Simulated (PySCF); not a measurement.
Nb(OH)4(SH) (H5NbO4S), SMILES [OH][Nb]([OH])([OH])([OH])[SH], multiplicity 1.

Geometry optimised at PBE-D3(BJ)/def2-SVP. The multiplicity is an assumed one; other spin states were not compared. The def2 effective core potentials stand for the cores of Nb; spin–orbit coupling is left out. One conformer was computed; it need not be the lowest.

Calculation: PBE-D3(BJ)/def2-SVP (PySCF).

Frequencies are harmonic and unscaled.

Computed normal modes with their intensities:
```json
[
 {"mode": "1", "ν (cm⁻¹)": "66", "IR (km/mol)": "4.2", "moving atoms (share of kinetic energy)": "O 55 %, S 22 %, H 22 %"},
 {"mode": "2", "ν (cm⁻¹)": "127", "IR (km/mol)": "12.2", "moving atoms (share of kinetic energy)": "H 36 %, O 36 %, Nb 19 %, S 9 %"},
 {"mode": "3", "ν (cm⁻¹)": "144", "IR (km/mol)": "4.2", "moving atoms (share of kinetic energy)": "O 73 %, H 21 %"},
 {"mode": "4", "ν (cm⁻¹)": "194", "IR (km/mol)": "45.4", "moving atoms (share of kinetic energy)": "O 50 %, H 37 %"},
 {"mode": "5", "ν (cm⁻¹)": "198", "IR (km/mol)": "24.9", "moving atoms (share of kinetic energy)": "O 47 %, Nb 21 %, H 17 %, S 15 %"},
 {"mode": "6", "ν (cm⁻¹)": "215", "IR (km/mol)": "9.7", "moving atoms (share of kinetic energy)": "O 59 %, H 27 %, Nb 8 %"},
 {"mode": "7", "ν (cm⁻¹)": "245", "IR (km/mol)": "28.9", "moving atoms (share of kinetic energy)": "O 54 %, H 30 %, S 16 %"},
 {"mode": "8", "ν (cm⁻¹)": "261", "IR (km/mol)": "5.4", "moving atoms (share of kinetic energy)": "H 83 %, O 13 %"},
 {"mode": "9", "ν (cm⁻¹)": "286", "IR (km/mol)": "21.9", "moving atoms (share of kinetic energy)": "H 71 %, O 25 %"},
 {"mode": "10", "ν (cm⁻¹)": "307", "IR (km/mol)": "86.8", "moving atoms (share of kinetic energy)": "H 76 %, O 22 %"},
 {"mode": "11", "ν (cm⁻¹)": "335", "IR (km/mol)": "19.0", "moving atoms (share of kinetic energy)": "S 67 %, Nb 22 %"},
 {"mode": "12", "ν (cm⁻¹)": "359", "IR (km/mol)": "174.1", "moving atoms (share of kinetic energy)": "H 50 %, O 45 %"},
 {"mode": "13", "ν (cm⁻¹)": "426", "IR (km/mol)": "6.3", "moving atoms (share of kinetic energy)": "H 85 %, O 14 %"},
 {"mode": "14", "ν (cm⁻¹)": "491", "IR (km/mol)": "296.3", "moving atoms (share of kinetic energy)": "H 74 %, O 25 %"},
 {"mode": "15", "ν (cm⁻¹)": "530", "IR (km/mol)": "94.8", "moving atoms (share of kinetic energy)": "H 58 %, O 42 %"},
 {"mode": "16", "ν (cm⁻¹)": "548", "IR (km/mol)": "225.7", "moving atoms (share of kinetic energy)": "H 71 %, O 28 %"},
 {"mode": "17", "ν (cm⁻¹)": "576", "IR (km/mol)": "177.1", "moving atoms (share of kinetic energy)": "H 75 %, O 24 %"},
 {"mode": "18", "ν (cm⁻¹)": "646", "IR (km/mol)": "84.2", "moving atoms (share of kinetic energy)": "H 78 %, O 16 %"},
 {"mode": "19", "ν (cm⁻¹)": "691", "IR (km/mol)": "104.1", "moving atoms (share of kinetic energy)": "O 81 %, H 10 %, Nb 9 %"},
 {"mode": "20", "ν (cm⁻¹)": "699", "IR (km/mol)": "134.8", "moving atoms (share of kinetic energy)": "O 65 %, Nb 22 %, H 12 %"},
 {"mode": "21", "ν (cm⁻¹)": "718", "IR (km/mol)": "51.2", "moving atoms (share of kinetic energy)": "O 61 %, H 28 %, Nb 10 %"},
 {"mode": "22", "ν (cm⁻¹)": "728", "IR (km/mol)": "82.4", "moving atoms (share of kinetic energy)": "O 51 %, H 27 %, Nb 22 %"},
 {"mode": "23", "ν (cm⁻¹)": "2616", "IR (km/mol)": "12.5", "moving atoms (share of kinetic energy)": "H 97 %"},
 {"mode": "24", "ν (cm⁻¹)": "3739", "IR (km/mol)": "197.0", "moving atoms (share of kinetic energy)": "H 94 %"},
 {"mode": "25", "ν (cm⁻¹)": "3744", "IR (km/mol)": "120.7", "moving atoms (share of kinetic energy)": "H 94 %"},
 {"mode": "26", "ν (cm⁻¹)": "3773", "IR (km/mol)": "191.5", "moving atoms (share of kinetic energy)": "H 94 %"},
 {"mode": "27", "ν (cm⁻¹)": "3809", "IR (km/mol)": "164.5", "moving atoms (share of kinetic energy)": "H 94 %"}
]
```
